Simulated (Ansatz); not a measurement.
```yaml
crystal:
  periodic: [false, false, false]
  atoms:
    - {symbol: C, position_ang: [-5.772036, -0.616148, 0.599249]}
    - {symbol: C, position_ang: [-4.877676, 0.062175, -0.140760]}
    - {symbol: C, position_ang: [-3.918799, -0.558919, -1.119399]}
    - {symbol: C, position_ang: [-2.435774, -0.464614, -0.703846]}
    - {symbol: C, position_ang: [-1.887692, 0.964301, -0.609027]}
    - {symbol: C, position_ang: [-0.414442, 1.051763, -0.186481]}
    - {symbol: C, position_ang: [0.581622, 0.483407, -1.205553]}
    - {symbol: C, position_ang: [2.056532, 0.655985, -0.817793]}
    - {symbol: C, position_ang: [2.489754, -0.140318, 0.418566]}
    - {symbol: C, position_ang: [3.978278, 0.015751, 0.746614]}
    - {symbol: C, position_ang: [4.406636, -0.792715, 1.968548]}
    - {symbol: S, position_ang: [6.135365, -0.549444, 2.526164]}
    - {symbol: Au, position_ang: [7.375263, -1.270912, 0.763295]}
    - {symbol: H, position_ang: [-6.441805, -0.106122, 1.309800]}
    - {symbol: H, position_ang: [-5.870741, -1.713158, 0.519153]}
    - {symbol: H, position_ang: [-4.819447, 1.160357, -0.021567]}
    - {symbol: H, position_ang: [-4.188239, -1.626311, -1.266381]}
    - {symbol: H, position_ang: [-4.037104, -0.064600, -2.111261]}
    - {symbol: H, position_ang: [-2.303674, -0.973539, 0.277214]}
    - {symbol: H, position_ang: [-1.835308, -1.046782, -1.435614]}
    - {symbol: H, position_ang: [-2.021721, 1.474570, -1.590790]}
    - {symbol: H, position_ang: [-2.497156, 1.542870, 0.117906]}
    - {symbol: H, position_ang: [-0.293270, 0.535131, 0.791644]}
    - {symbol: H, position_ang: [-0.155598, 2.117278, 0.003071]}
    - {symbol: H, position_ang: [0.379117, -0.597816, -1.373845]}
    - {symbol: H, position_ang: [0.405853, 0.978276, -2.186576]}
    - {symbol: H, position_ang: [2.270242, 1.736170, -0.649739]}
    - {symbol: H, position_ang: [2.695532, 0.354592, -1.676908]}
    - {symbol: H, position_ang: [2.254306, -1.217655, 0.260251]}
    - {symbol: H, position_ang: [1.888406, 0.172097, 1.300830]}
    - {symbol: H, position_ang: [4.225791, 1.086305, 0.913469]}
    - {symbol: H, position_ang: [4.595127, -0.305993, -0.123456]}
    - {symbol: H, position_ang: [3.832417, -0.471354, 2.868403]}
    - {symbol: H, position_ang: [4.200233, -1.874610, 1.834800]}
basis:
  gaussian: {orbitals: def2-TZVP}
magnetization: {spin_polarized: true, initial_magnetization: 2}
hamiltonian: {xc: pbe0, dispersion: d4}
scf: {omitted_lower_state_checks: [starts]}
output: {orbitals: {seedname: orbitals}}
```

```sh
$ ansatz run in.yaml --threads 4 --pin off --events-out ev --progress --plain --max-ram 6963MiB
```

**Question.** Does this run fit into the memory that it is given?

**Answer.** No. It has 544 basis functions, and Ansatz plans for 9 GiB where 7 GiB are given.
